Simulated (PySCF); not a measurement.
Ge(Me)(SMe)3, SMILES C[S][Ge]([CH3])([S]C)[S]C (C4H12GeS3), GFN2-xTB optimised geometry.

```
20

C      2.23     0.02    -1.05
S      1.89    -1.42     0.00
Ge    -0.37    -1.42     0.00
C     -1.15    -2.39    -1.59
S     -1.07     0.75     0.00
C     -2.86     0.46     0.19
S     -1.14    -2.47     1.84
C     -0.11    -1.67     3.12
H      1.68     0.88    -0.69
H      1.98    -0.20    -2.08
H      3.30     0.20    -0.97
H     -1.16    -1.74    -2.46
H     -2.16    -2.71    -1.36
H     -0.54    -3.26    -1.81
H     -3.30     1.42     0.41
H     -3.27     0.06    -0.74
H     -3.04    -0.23     1.01
H      0.94    -1.89     2.92
H     -0.41    -2.10     4.07
H     -0.28    -0.60     3.12
```

Density from B3LYP/def2-SVP in PySCF 2.14.0 at that geometry.

Minimum of the electron density along straight lines between bonded atoms, close to the bond critical point (lines longer than 1.1 times the sum of covalent radii, or with two minima, are not listed):

```tsv
bond	length / Å	ρ at the minimum / e bohr⁻³	∇²ρ there / e bohr⁻⁵	position (fraction from the first atom)
C1–S2	1.822	0.176	-0.30	0.46
S2–Ge3	2.262	0.095	0.03	0.55
Ge3–C4	2.017	(withheld)	(withheld)	0.47
Ge3–S5	2.283	0.092	0.03	0.45
S5–C6	1.820	0.177	-0.31	0.54
Ge3–S7	2.256	0.096	0.03	0.45
S7–C8	1.824	0.175	-0.30	0.54
C1–H9	1.085	0.282	-1.08	0.64
C1–H10	1.085	0.282	-1.07	0.64
C1–H11	1.085	0.281	-1.07	0.64
C4–H12	1.086	0.275	-1.01	0.63
C4–H13	1.085	0.275	-1.01	0.63
C4–H14	1.085	0.276	-1.02	0.63
C6–H15	1.085	0.280	-1.06	0.64
C6–H16	1.086	0.281	-1.06	0.64
C6–H17	1.087	0.281	-1.08	0.64
C8–H18	1.086	0.282	-1.08	0.64
C8–H19	1.085	0.281	-1.06	0.64
C8–H20	1.087	0.281	-1.07	0.64
```

Q: Fill in the missing entries.

A: 
- Ge3–C4, ρ at the minimum / e bohr⁻³: 0.117
- Ge3–C4, ∇²ρ there / e bohr⁻⁵: 0.00
